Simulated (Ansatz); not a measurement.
Single points on Sn(OH)H3 (SnOH4).

```yaml
crystal:
  periodic: [false, false, false]
  atoms:
    - {symbol: Sn, position_ang: [-0.065787, -0.122261, -0.475144]}
    - {symbol: O, position_ang: [-0.076244, -0.120233, 1.494647]}
    - {symbol: H, position_ang: [0.353240, 0.649056, 1.874819]}
    - {symbol: H, position_ang: [1.558081, -0.117204, -1.008355]}
    - {symbol: H, position_ang: [-0.889182, 1.271868, -1.022628]}
    - {symbol: H, position_ang: [-0.880109, -1.561216, -0.863339]}
basis:
  gaussian: {orbitals: def2-TZVP, initial_orbitals: start.molden}
hamiltonian: {xc: {name: BHLYP}, dispersion: d4}
scf: {omitted_lower_state_checks: [starts]}
output: {orbitals: {seedname: orbitals}}
```

The file start.molden holds the orbitals of an earlier run on this structure, at another level or in another basis.

```sh
$ ansatz run in.yaml --threads 4 --pin off --events-out ev --progress --plain --max-ram 3916MiB
```

Output, abridged:

```
Functional definition: BHLYP
837 factors; their error is unknown
mean field evaluation 1: about -7941.1013 eV, gradient 5.3e0 eV
mean field evaluation 2: about -7941.1578 eV, gradient 7.4e-2 eV
mean field evaluation 4: about -7941.3231 eV, gradient 2.4e-4 eV
mean field -7941.32311766 eV, -291.8382417518 hartree, gradient 1.1e-5 eV, S^2 0.000000; 0 other end points of the search recorded, 0 dependent functions left out
reference -7941.32328250 eV, -291.8382478097 hartree; 17, 17 occupied and 88, 88 virtual orbitals, 837 factors
Total energy: -7941.42222666 eV, -291.8418839406 hartree
Checks for a lower state left out: starts
```

It took 2.9 s on 4 threads of Intel Xeon on a shared host.

The first input with `hamiltonian: {xc: {name: B3LYP}, dispersion: d4}` (abridged; 2.7 s):

```
Functional definition: B3LYP
mean field -7946.51521134 eV, -292.0290476754 hartree, gradient 2.6e-5 eV, S^2 0.000000
Total energy: -7946.63941119 eV, -292.0336119357 hartree
Checks for a lower state left out: starts
```

The first input with `hamiltonian: {xc: {name: r2SCANh}, dispersion: d4}` (abridged; 3.9 s):

```
Functional definition: r2SCANh
mean field -7945.00668138 eV, -291.9736102219 hartree, gradient 9.1e-6 eV, S^2 0.000000
Total energy: -7945.02486693 eV, -291.9742785284 hartree
Checks for a lower state left out: starts
```

The first input with `gaussian: {orbitals: def2-TZVPP, initial_orbitals: start.molden}`, `correlation: {method: ccsd_t}` and without the key `hamiltonian` (abridged; 21 s):

```
Functional definition: HF
mean field -7906.71926734 eV, -290.5665737079 hartree, gradient 3.2e-6 eV, S^2 0.000000
5 core orbitals not correlated: weight in the atoms' cores, before any rotation towards them, 1.000 or more for the frozen orbitals, at most 0.000 for the correlated occupied ones
second order -15.94394735 eV of doubles, -0.00000000 eV of singles
cycle   1  -15.76445052 eV  change    1.8e-1 eV  update   9.6e-2
cycle   2  -16.17960703 eV  change   -4.2e-1 eV  update   2.9e-2
cycle   3  -16.27086143 eV  change   -9.1e-2 eV  update   1.6e-2
cycle   4  -16.26147622 eV  change    9.4e-3 eV  update   3.8e-3
cycle   5  -16.25954230 eV  change    1.9e-3 eV  update   1.6e-3
cycle   6  -16.25992612 eV  change   -3.8e-4 eV  update   4.9e-4
cycle   7  -16.25981846 eV  change    1.1e-4 eV  update   2.3e-4
cycle   8  -16.25978484 eV  change    3.4e-5 eV  update   7.3e-5
cycle   9  -16.25981497 eV  change   -3.0e-5 eV  update   2.7e-5
cycle  10  -16.25982195 eV  change   -7.0e-6 eV  update   8.4e-6
perturbative correction -0.47816882 eV, -0.0175723799 hartree
Total energy: -7923.45725810 eV, -291.1816835231 hartree
Checks for a lower state left out: starts
```

As the first input, with `gaussian: {orbitals: def2-TZVPD, initial_orbitals: start.molden}`, `hamiltonian: {xc: pbe0, dispersion: d4}` (abridged; 3.5 s):

```
Functional definition: PBE0
mean field -7942.22309052 eV, -291.8713151446 hartree, gradient 2.4e-5 eV, S^2 0.000000
Total energy: -7942.28643994 eV, -291.8736431929 hartree
Checks for a lower state left out: starts
```

As the first input, with `hamiltonian: {xc: hf}` (abridged; 1.6 s):

```
Functional definition: HF
mean field -7906.65442802 eV, -290.5641909070 hartree, gradient 1.6e-5 eV, S^2 0.000000
Total energy: -7906.65442802 eV, -290.5641909070 hartree
Checks for a lower state left out: starts
```

First input, but with `gaussian: {orbitals: STO-3G}`, `hamiltonian: {xc: hf}` (abridged; 1.1 s):

```
Functional definition: HF
mean field -164341.96957605 eV, -6039.4559869321 hartree, gradient 2.5e-5 eV, S^2 0.000000
Total energy: -164341.96957605 eV, -6039.4559869321 hartree
Checks for a lower state left out: starts
```

Geometry: PBE0-D4/def2-TZVP.

In the def2 sets Sn takes a core potential, while STO-3G treats all electrons; there is no spin–orbit coupling. B3LYP takes the VWN-RPA correlation. Correlated methods freeze 5 core orbitals; core or outer-core shells of Sn are correlated, in sets that lack core-valence functions.
